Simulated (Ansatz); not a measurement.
Ansatz (a first-principles code) input (HF/3-21G): The .json file is the Basis Set Exchange's 3-21G.

Ansatz 0.2 input:
```yaml
crystal:
  periodic: [false, false, false]
  atoms:
    - {symbol: C, position_ang: [-1.37216925, 0.03769926, -0.07882829]}
    - {symbol: C, position_ang: [-0.71609853, -1.32057849, -0.05356381]}
    - {symbol: C, position_ang: [0.59441769, -1.38050681, 0.02150085]}
    - {symbol: C, position_ang: [1.36991709, -0.08769303, 0.07823485]}
    - {symbol: S, position_ang: [0.05788713, 1.28498523, 0.01525329]}
    - {symbol: H, position_ang: [-1.91874980, 0.20966513, -0.99371700]}
    - {symbol: H, position_ang: [-2.02052938, 0.19331243, 0.77014615]}
    - {symbol: H, position_ang: [-1.33904225, -2.19242594, -0.09759218]}
    - {symbol: H, position_ang: [1.13641012, -2.30562538, 0.04419852]}
    - {symbol: H, position_ang: [1.92876781, 0.01271585, 0.99635676]}
    - {symbol: H, position_ang: [2.03054739, 0.02906855, -0.76750640]}
basis:
  gaussian:
    orbitals: 3-21G.json
hamiltonian:
  xc: {name: HF}
phonons: {temperatures: {t_min: 298.15, t_max: 298.15, t_step: 100}}
```

Output:

```
Functional definition: HF
integrals: 0.02 GiB planned
839 factors; integrals over basis functions are off by at most 5.8e-4 eV
mean field: 0.16 GiB planned
mean field evaluation 1: about -14954.9041 eV, gradient 2.1e1 eV
mean field evaluation 2: about -14955.2564 eV, gradient 2.1e1 eV
mean field evaluation 4: about -14956.6455 eV, gradient 1.9e0 eV
mean field evaluation 8: about -14956.6566 eV, gradient 2.3e-4 eV
mean field -14956.65662874 eV, -549.6469931203 hartree, gradient 2.6e-5 eV, S^2 0.000000; 0 other end points of the search recorded, 0 dependent functions left out
the calculation of the forces begins
reference -14956.65662874 eV, -549.6469931203 hartree; 23, 23 occupied and 38, 38 virtual orbitals, 839 factors
these checks for a lower state are left out or cut short: stability, starts, cluster_reference, orbital_swaps, neighbouring_geometries, increment
integrals: 0.02 GiB planned
839 factors; integrals over basis functions are off by at most 5.8e-4 eV
mean field: 0.16 GiB planned
mean field evaluation 16: about -14956.6565 eV, gradient 1.9e-3 eV
mean field -14956.65647003 eV, -549.6469872877 hartree, gradient 1.4e-6 eV, S^2 0.000000; 0 other end points of the search recorded, 0 dependent functions left out
the calculation of the forces begins
reference -14956.65647003 eV, -549.6469872877 hartree; 23, 23 occupied and 38, 38 virtual orbitals, 839 factors
these checks for a lower state are left out or cut short: stability, starts, cluster_reference, orbital_swaps, neighbouring_geometries, increment
integrals: 0.02 GiB planned
839 factors; integrals over basis functions are off by at most 5.8e-4 eV
mean field: 0.16 GiB planned
mean field evaluation 32: about -14956.6565 eV, gradient 1.4e-6 eV
mean field -14956.65647215 eV, -549.6469873655 hartree, gradient 1.4e-6 eV, S^2 0.000000; 0 other end points of the search recorded, 0 dependent functions left out
the calculation of the forces begins
reference -14956.65647215 eV, -549.6469873655 hartree; 23, 23 occupied and 38, 38 virtual orbitals, 839 factors
these checks for a lower state are left out or cut short: stability, starts, cluster_reference, orbital_swaps, neighbouring_geometries, increment
integrals: 0.02 GiB planned
839 factors; integrals over basis functions are off by at most 5.8e-4 eV
mean field: 0.16 GiB planned
mean field -14956.65647229 eV, -549.6469873709 hartree, gradient 1.4e-6 eV, S^2 0.000000; 0 other end points of the search recorded, 0 dependent functions left out
the calculation of the forces begins
reference -14956.65647229 eV, -549.6469873709 hartree; 23, 23 occupied and 38, 38 virtual orbitals, 839 factors
these checks for a lower state are left out or cut short: stability, starts, cluster_reference, orbital_swaps, neighbouring_geometries, increment
integrals: 0.02 GiB planned
839 factors; integrals over basis functions are off by at most 5.8e-4 eV
mean field: 0.16 GiB planned
mean field -14956.65647433 eV, -549.6469874456 hartree, gradient 1.4e-6 eV, S^2 0.000000; 0 other end points of the search recorded, 0 dependent functions left out
the calculation of the forces begins
reference -14956.65647433 eV, -549.6469874456 hartree; 23, 23 occupied and 38, 38 virtual orbitals, 839 factors
these checks for a lower state are left out or cut short: stability, starts, cluster_reference, orbital_swaps, neighbouring_geometries, increment
integrals: 0.02 GiB planned
839 factors; integrals over basis functions are off by at most 5.8e-4 eV
mean field: 0.16 GiB planned
mean field -14956.65632098 eV, -549.6469818101 hartree, gradient 1.4e-6 eV, S^2 0.000000; 0 other end points of the search recorded, 0 dependent functions left out
the calculation of the forces begins
reference -14956.65632098 eV, -549.6469818101 hartree; 23, 23 occupied and 38, 38 virtual orbitals, 839 factors
these checks for a lower state are left out or cut short: stability, starts, cluster_reference, orbital_swaps, neighbouring_geometries, increment
integrals: 0.02 GiB planned
839 factors; integrals over basis functions are off by at most 5.8e-4 eV
mean field: 0.16 GiB planned
mean field evaluation 64: about -14956.6563 eV, gradient 1.9e-3 eV
mean field -14956.65632857 eV, -549.6469820890 hartree, gradient 1.4e-6 eV, S^2 0.000000; 0 other end points of the search recorded, 0 dependent functions left out
the calculation of the forces begins
reference -14956.65632857 eV, -549.6469820890 hartree; 23, 23 occupied and 38, 38 virtual orbitals, 839 factors
these checks for a lower state are left out or cut short: stability, starts, cluster_reference, orbital_swaps, neighbouring_geometries, increment
integrals: 0.02 GiB planned
839 factors; integrals over basis functions are off by at most 5.8e-4 eV
mean field: 0.16 GiB planned
[...]
839 factors; integrals over basis functions are off by at most 5.8e-4 eV
mean field: 0.16 GiB planned
mean field evaluation 96: about -14956.6566 eV, gradient 9.9e-7 eV
mean field -14956.65657879 eV, -549.6469912847 hartree, gradient 1.4e-6 eV, S^2 0.000000; 0 other end points of the search recorded, 0 dependent functions left out
the calculation of the forces begins
reference -14956.65657879 eV, -549.6469912847 hartree; 23, 23 occupied and 38, 38 virtual orbitals, 839 factors
these checks for a lower state are left out or cut short: stability, starts, cluster_reference, orbital_swaps, neighbouring_geometries, increment
integrals: 0.02 GiB planned
839 factors; integrals over basis functions are off by at most 5.8e-4 eV
mean field: 0.16 GiB planned
mean field -14956.65657931 eV, -549.6469913037 hartree, gradient 1.4e-6 eV, S^2 0.000000; 0 other end points of the search recorded, 0 dependent functions left out
the calculation of the forces begins
reference -14956.65657931 eV, -549.6469913037 hartree; 23, 23 occupied and 38, 38 virtual orbitals, 839 factors
these checks for a lower state are left out or cut short: stability, starts, cluster_reference, orbital_swaps, neighbouring_geometries, increment
integrals: 0.02 GiB planned
839 factors; integrals over basis functions are off by at most 5.8e-4 eV
mean field: 0.16 GiB planned
mean field -14956.65658799 eV, -549.6469916228 hartree, gradient 1.4e-6 eV, S^2 0.000000; 0 other end points of the search recorded, 0 dependent functions left out
the calculation of the forces begins
reference -14956.65658799 eV, -549.6469916228 hartree; 23, 23 occupied and 38, 38 virtual orbitals, 839 factors
these checks for a lower state are left out or cut short: stability, starts, cluster_reference, orbital_swaps, neighbouring_geometries, increment
integrals: 0.02 GiB planned
839 factors; integrals over basis functions are off by at most 5.8e-4 eV
mean field: 0.16 GiB planned
mean field -14956.65658696 eV, -549.6469915847 hartree, gradient 1.4e-6 eV, S^2 0.000000; 0 other end points of the search recorded, 0 dependent functions left out
the calculation of the forces begins
reference -14956.65658696 eV, -549.6469915847 hartree; 23, 23 occupied and 38, 38 virtual orbitals, 839 factors
these checks for a lower state are left out or cut short: stability, starts, cluster_reference, orbital_swaps, neighbouring_geometries, increment
integrals: 0.02 GiB planned
839 factors; integrals over basis functions are off by at most 5.8e-4 eV
mean field: 0.16 GiB planned
mean field evaluation 128: about -14956.6566 eV, gradient 1.9e-3 eV
mean field -14956.65660718 eV, -549.6469923277 hartree, gradient 1.4e-6 eV, S^2 0.000000; 0 other end points of the search recorded, 0 dependent functions left out
the calculation of the forces begins
reference -14956.65660718 eV, -549.6469923277 hartree; 23, 23 occupied and 38, 38 virtual orbitals, 839 factors
these checks for a lower state are left out or cut short: stability, starts, cluster_reference, orbital_swaps, neighbouring_geometries, increment
integrals: 0.02 GiB planned
839 factors; integrals over basis functions are off by at most 5.8e-4 eV
mean field: 0.16 GiB planned
mean field -14956.65660793 eV, -549.6469923555 hartree, gradient 1.4e-6 eV, S^2 0.000000; 0 other end points of the search recorded, 0 dependent functions left out
the calculation of the forces begins
reference -14956.65660793 eV, -549.6469923555 hartree; 23, 23 occupied and 38, 38 virtual orbitals, 839 factors
these checks for a lower state are left out or cut short: stability, starts, cluster_reference, orbital_swaps, neighbouring_geometries, increment
integrals: 0.02 GiB planned
839 factors; integrals over basis functions are off by at most 5.8e-4 eV
mean field: 0.16 GiB planned
mean field -14956.65653866 eV, -549.6469898098 hartree, gradient 1.4e-6 eV, S^2 0.000000; 0 other end points of the search recorded, 0 dependent functions left out
the calculation of the forces begins
reference -14956.65653866 eV, -549.6469898098 hartree; 23, 23 occupied and 38, 38 virtual orbitals, 839 factors
these checks for a lower state are left out or cut short: stability, starts, cluster_reference, orbital_swaps, neighbouring_geometries, increment
integrals: 0.02 GiB planned
839 factors; integrals over basis functions are off by at most 5.8e-4 eV
mean field: 0.16 GiB planned
mean field evaluation 160: about -14956.6565 eV, gradient 1.4e-6 eV
mean field -14956.65653989 eV, -549.6469898551 hartree, gradient 1.4e-6 eV, S^2 0.000000; 0 other end points of the search recorded, 0 dependent functions left out
the calculation of the forces begins
reference -14956.65653989 eV, -549.6469898551 hartree; 23, 23 occupied and 38, 38 virtual orbitals, 839 factors
these checks for a lower state are left out or cut short: stability, starts, cluster_reference, orbital_swaps, neighbouring_geometries, increment
integrals: 0.02 GiB planned
839 factors; integrals over basis functions are off by at most 5.8e-4 eV
mean field: 0.16 GiB planned
mean field -14956.65657386 eV, -549.6469911036 hartree, gradient 1.4e-6 eV, S^2 0.000000; 0 other end points of the search recorded, 0 dependent functions left out
the calculation of the forces begins
reference -14956.65657386 eV, -549.6469911036 hartree; 23, 23 occupied and 38, 38 virtual orbitals, 839 factors
these checks for a lower state are left out or cut short: stability, starts, cluster_reference, orbital_swaps, neighbouring_geometries, increment
integrals: 0.02 GiB planned
839 factors; integrals over basis functions are off by at most 5.8e-4 eV
mean field: 0.16 GiB planned
mean field -14956.65657413 eV, -549.6469911135 hartree, gradient 1.4e-6 eV, S^2 0.000000; 0 other end points of the search recorded, 0 dependent functions left out
the calculation of the forces begins
reference -14956.65657413 eV, -549.6469911135 hartree; 23, 23 occupied and 38, 38 virtual orbitals, 839 factors
these checks for a lower state are left out or cut short: stability, starts, cluster_reference, orbital_swaps, neighbouring_geometries, increment
integrals: 0.02 GiB planned
839 factors; integrals over basis functions are off by at most 5.8e-4 eV
mean field: 0.16 GiB planned
mean field -14956.65658054 eV, -549.6469913490 hartree, gradient 1.4e-6 eV, S^2 0.000000; 0 other end points of the search recorded, 0 dependent functions left out
the calculation of the forces begins
reference -14956.65658054 eV, -549.6469913490 hartree; 23, 23 occupied and 38, 38 virtual orbitals, 839 factors
these checks for a lower state are left out or cut short: stability, starts, cluster_reference, orbital_swaps, neighbouring_geometries, increment
integrals: 0.02 GiB planned
839 factors; integrals over basis functions are off by at most 5.8e-4 eV
mean field: 0.16 GiB planned
mean field evaluation 192: about -14956.6543 eV, gradient 8.5e-1 eV
mean field -14956.65658087 eV, -549.6469913610 hartree, gradient 1.4e-6 eV, S^2 0.000000; 0 other end points of the search recorded, 0 dependent functions left out
the calculation of the forces begins
reference -14956.65658087 eV, -549.6469913610 hartree; 23, 23 occupied and 38, 38 virtual orbitals, 839 factors
Total energy: -14956.65662874 eV, -549.6469931203 hartree
Atom 0 at    -1.372169     0.037699    -0.078828 Å, force    -0.000403     0.000609    -0.000018 eV/Å
Atom 1 at    -0.716099    -1.320578    -0.053564 Å, force    -0.001121    -0.000261    -0.000067 eV/Å
Atom 2 at     0.594418    -1.380507     0.021501 Å, force     0.001093    -0.000363     0.000060 eV/Å
Atom 3 at     1.369917    -0.087693     0.078235 Å, force     0.000456     0.000569     0.000032 eV/Å
Atom 4 at     0.057887     1.284985     0.015253 Å, force    -0.000011    -0.000239    -0.000003 eV/Å
Atom 5 at    -1.918750     0.209665    -0.993717 Å, force     0.000211    -0.000141    -0.000122 eV/Å
Atom 6 at    -2.020529     0.193312     0.770146 Å, force     0.000196    -0.000144     0.000143 eV/Å
Atom 7 at    -1.339042    -2.192426    -0.097592 Å, force    -0.000032     0.000111    -0.000001 eV/Å
Atom 8 at     1.136410    -2.305625     0.044199 Å, force     0.000042     0.000107     0.000003 eV/Å
Atom 9 at     1.928768     0.012716     0.996357 Å, force    -0.000223    -0.000125     0.000119 eV/Å
Atom 10 at     2.030547     0.029069    -0.767506 Å, force    -0.000208    -0.000122    -0.000146 eV/Å
Dipole moment:    -0.022961    -0.509684    -0.006050 e Å
Vibrations: 127.90 420.37 547.06 646.92 726.07 776.92 896.82 967.38 980.20 1005.01 1020.18 1134.24 1279.84 1281.81 1298.40 1374.38 1405.57 1505.39 1633.76 1635.23 1853.57 3256.87 3256.89 3307.24 3309.43 3353.87 3382.09 cm⁻¹, zero-point energy 2.627437 eV
```

The blocks after the first are displaced geometries, from whose forces the wavenumbers follow.
